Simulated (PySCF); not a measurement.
## Nuclear quadrupole coupling in `C/C=P/N([SiH3])[SiH3]`

Species: C2H10NPSi2.
Structure used (GFN2-xTB), in Å, numbered top down from 1:
```
atom  x, y, z in Å
C1     3.0669    0.2591    0.2391
C2     1.5769    0.2775    0.3394
P3     0.6133   -0.8626   -0.4191
N4    -0.9953   -0.3729   -0.0808
Si5   -2.1383   -1.6585    0.2467
Si6   -1.4893    1.2943    0.0694
H7     3.4055   -0.5818   -0.3612
H8     3.5171    0.1839    1.2305
H9     3.4347    1.1808   -0.2155
H10    1.1459    1.0823    0.9224
H11   -3.3496   -1.3817   -0.5221
H12   -2.4285   -1.6575    1.6828
H13   -1.4906   -2.8996   -0.1651
H14   -2.8694    1.3528   -0.4026
H15   -0.5931    2.0752   -0.7790
H16   -1.4140    1.7177    1.4713
```

Field gradients from the PBE0/pcSseg-1 density (PySCF, non-relativistic), principal values in atomic units, ordered |Vxx| ≤ |Vyy| ≤ |Vzz|:

| atom | Vxx | Vyy | Vzz |
| --- | --- | --- | --- |
| N4 | 0.1772 | 0.4672 | -0.6444 |

Problem. Find the asymmetry η = (Vxx − Vyy)/Vzz and the couplings χ = eQV/h (234.96 MHz × Q in barn × V in au), with Q(14N) = 0.02044 b.

Solution. 
```tsv
atom	environment	nucleus	η	χzz (MHz)	χxx (MHz)	χyy (MHz)
N4	nitrogen bridging silicon atoms	14N	0.45	-3.095	0.851	2.244
```

The tensor is traceless: Vxx + Vyy + Vzz = 0.

Problem. What is Vzz at N4 in SI units (1 au = 9.71736 × 10²¹ V/m²)?

Solution. -0.6444 au = -6.262 × 10²¹ V/m².

Were the hydrogens deuterons (Q(2H) = 0.00286 b), χzz would run from 107 kHz (H16 and H12) to 221 kHz (H10).

The structure is a single GFN2-xTB conformer in the gas phase; no vibrational or solvent corrections. GFN2-xTB bond lengths can be off by several hundredths of an ångström, more for odd bonds, and the gradients follow them. The basis is small and wasn't made for field gradients, so the couplings can be 20 % off.

These values come from a run that also computed NMR shieldings. Rough CPU time on one thread of a shared machine: about 90 s (grids of density and orbitals included).
